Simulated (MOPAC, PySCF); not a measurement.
C3H5Cl, SMILES `C/C=C\Cl`, neutral singlet in the gas phase. 

Cartesian coordinates (Å):
SMILES: Cl/C=C\C
```xyz
9

C     -1.1489     0.0679     0.0756
C      0.2119    -0.5246     0.1256
C      1.3613     0.0797    -0.1343
Cl     1.5052     1.7360    -0.5970
H     -1.6388    -0.0105     1.0507
H     -1.7778    -0.4724    -0.6383
H     -1.1205     1.1178    -0.2138
H      0.2900    -1.5723     0.4059
H      2.3176    -0.4216    -0.0744
```
Charge 0, spin multiplicity 1.

All levels are single points at this geometry (PBE0-D3(BJ)/def2-TZVP); Pople sets use spherical d functions. Orbital energies aren't observables, and empty levels follow the basis.

```
level                            HOMO (eV)  LUMO (eV)  gap (eV)  dipole (D)  vertical IE, Delta-SCF (eV)
-------------------------------  ---------  ---------  --------  ----------  ---------------------------
PBE0-D3(BJ)/def2-TZVP in PySCF       -7.15       0.13      7.28        1.62                         9.34
ωB97X-D3(BJ)/def2-TZVP in PySCF      -9.52       2.32     11.84        1.66                         9.51
B3LYP/3-21G in PySCF                 -6.82       0.39      7.20        1.93                            –
B3LYP/6-311+G** in PySCF             -6.99      -0.15      6.84        1.69                            –
B3LYP/6-31G* in PySCF                -6.71       0.36      7.07        1.72                         9.24
SVWN5/6-31G* in PySCF                -5.87      -0.63      5.24        1.70                         9.26
HF/3-21G in PySCF                    -9.79       4.55     14.34        2.30                            –
HF/STO-3G in PySCF                   -8.43       7.85     16.28        2.24                            –
PM3 in MOPAC                         -9.66       0.71     10.37        1.12                            –
```
